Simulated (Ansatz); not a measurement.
```yaml
crystal:
  periodic: [false, false, false]
  atoms:
    - {symbol: N, position_ang: [0.063975, 0.907950, 0.637815]}
    - {symbol: Si, position_ang: [-0.036920, -0.422904, -0.387652]}
    - {symbol: Cl, position_ang: [0.347498, -2.230365, 0.482922]}
    - {symbol: Cl, position_ang: [-1.926714, -0.514458, -1.127058]}
    - {symbol: Cl, position_ang: [1.324484, -0.184171, -1.876285]}
    - {symbol: H, position_ang: [0.958160, 1.270223, 0.925615]}
    - {symbol: H, position_ang: [-0.669183, 1.105827, 1.298844]}
basis:
  gaussian: {orbitals: def2-TZVPD}
hamiltonian: {xc: {name: LC-wPBE}}
output: {forces: true}
```

```sh
$ ansatz run in.yaml --threads 4 --pin off --events-out ev --progress --plain --max-ram 10444MiB
```

It prints (some lines left out):

```
Functional definition: LC-wPBE
1396 factors; their error is unknown
510 factors; integrals over basis functions are off by at most 4.0e-5 eV
mean field evaluation 1: about -46957.8626 eV, gradient 4.9e1 eV
mean field evaluation 2: about -46958.7525 eV, gradient 4.4e1 eV
mean field evaluation 4: about -46962.1737 eV, gradient 1.3e0 eV
mean field evaluation 8: about -46962.1865 eV, gradient 2.7e-2 eV
mean field evaluation 16: about -46962.1690 eV, gradient 8.3e-5 eV
mean field -46962.16900486 eV, -1725.8278788272 hartree, gradient 8.3e-5 eV, S^2 0.000000; 0 other end points of the search recorded, 0 dependent functions left out
reference -46962.16900487 eV, -1725.8278788276 hartree; 37, 37 occupied and 199, 199 virtual orbitals, 1396 factors
Total energy: -46962.16900487 eV, -1725.8278788276 hartree
Atom 0 at     0.063975     0.907950     0.637815 Å, force     0.014475    -0.131604     0.005336 eV/Å
Atom 1 at    -0.036920    -0.422904    -0.387652 Å, force    -0.016502    -0.060442    -0.098539 eV/Å
Atom 2 at     0.347498    -2.230365     0.482922 Å, force    -0.040033     0.196993    -0.086626 eV/Å
Atom 3 at    -1.926714    -0.514458    -1.127058 Å, force     0.186405    -0.004657     0.065258 eV/Å
Atom 4 at     1.324484    -0.184171    -1.876285 Å, force    -0.134960    -0.037307     0.139349 eV/Å
Atom 5 at     0.958160     1.270223     0.925615 Å, force     0.001933     0.019204    -0.013994 eV/Å
Atom 6 at    -0.669183     1.105827     1.298844 Å, force    -0.011318     0.017813    -0.010785 eV/Å
Dipole moment:     0.054452     0.325835     0.380797 e Å
```

Run time 3.6 s (4 threads of an Arm Neoverse V2 on a shared host); peak host memory 0.58 GiB.
